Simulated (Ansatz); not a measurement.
Au3S⁺ was relaxed with r2SCAN-D4 (def2-SVP) in Ansatz in these states: charge +1 quintet, charge +1 singlet, charge +1 triplet. The geometries follow in no particular order.

In the def2 sets Au takes a core potential; there is no spin–orbit coupling.

A:

```xyz
4

Au    0.137   -1.778    0.136
Au   -0.118    1.784   -0.060
Au   -0.566   -0.135   -1.726
S     0.547    0.129    1.650
```

B:

Cartesian coordinates in Å:
```
Au -1.447 -0.721 1.147
Au 0.872 1.694 0.551
Au -0.049 -0.432 -1.932
S 0.624 -0.541 0.234
```

C:

```
atom   x (Å)   y (Å)   z (Å)
 Au1  -0.220   0.250   1.890
 Au2  -0.451  -1.801  -1.523
 Au3   1.392   1.354   0.205
  S4  -0.721   0.198  -0.572
```

Judge from the bond lengths which geometry belongs to which state (an estimate).

A is the charge +1 quintet (Au3–S4 3.564 Å, Au1–S4 2.469 Å, Au2–S4 2.470 Å); B is the charge +1 singlet (Au3–S4 2.271 Å, Au1–S4 2.271 Å, Au2–S4 2.271 Å); C is the charge +1 triplet (Au3–S4 2.530 Å, Au1–S4 2.512 Å, Au2–S4 2.230 Å).
